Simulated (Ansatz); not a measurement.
Relaxation of ClFH$_{4}$O$_{2}$SZr (10 atoms, charge 0, multiplicity 1), to a largest force component of 0.03 eV/Å in at most 50 steps.

Theory: Ansatz, RHF/def2-SVP.

```xyz
10
Properties=species:S:1:pos:R:3:forces:R:3
Zr 0.031 -0.215 -0.233 -0.06 -0.03 0.63
F -0.123 -0.344 1.715 0.26 0.05 -0.69
O 1.896 -0.190 -0.602 -0.01 0.00 0.01
H 2.805 -0.143 -0.837 0.00 0.00 0.00
O -0.731 1.396 -0.902 0.01 -0.02 0.01
H -1.177 2.161 -1.220 0.00 0.01 0.00
Cl -0.852 -2.181 -1.310 0.00 0.01 0.01
S -3.317 -0.350 1.448 0.77 -0.09 0.49
H -3.441 -1.661 1.231 -0.01 0.00 0.00
H -2.187 -0.472 2.213 -0.95 0.07 -0.45
```

Question: Where does it end, and by what steps?

Answer: The forces met the threshold. After 17 steps the energy has fallen by 0.110 eV; H10 moved furthest, 0.49 Å. Joined: Zr1–S8 (3.75 → 3.30 Å).

```csv
step,energy less start (eV),largest force component (eV/Å),accepted
0,0.0000,0.953,yes
1,-0.0554,0.369,yes
2,-0.0356,1.037,no
3,-0.0678,0.306,yes
4,-0.0753,0.199,yes
5,-0.0862,0.419,yes
6,-0.0953,0.570,yes
7,-0.1003,0.359,yes
8,-0.0846,0.676,no
9,-0.1066,0.111,yes
10,-0.1046,0.092,no
11,-0.1075,0.069,yes
12,-0.1082,0.044,yes
13,-0.1087,0.059,yes
14,-0.1089,0.050,yes
15,-0.1091,0.058,yes
16,-0.1093,0.057,yes
17,-0.1099,0.021,yes
```

```xyz
10
Properties=species:S:1:pos:R:3
Zr -0.017 -0.202 -0.123
F 0.157 -0.198 1.796
O 1.802 -0.203 -0.683
H 2.686 -0.191 -1.000
O -0.779 1.401 -0.831
H -1.112 2.199 -1.199
Cl -0.876 -2.250 -1.110
S -3.027 -0.348 1.227
H -3.339 -1.617 0.960
H -2.591 -0.593 2.465
```

Whether the end is a true minimum wasn't checked by a vibrational analysis.

Time of the run: 52 s on 2 threads of Arm Neoverse V2 (shared host), peak memory 0.31 GiB.
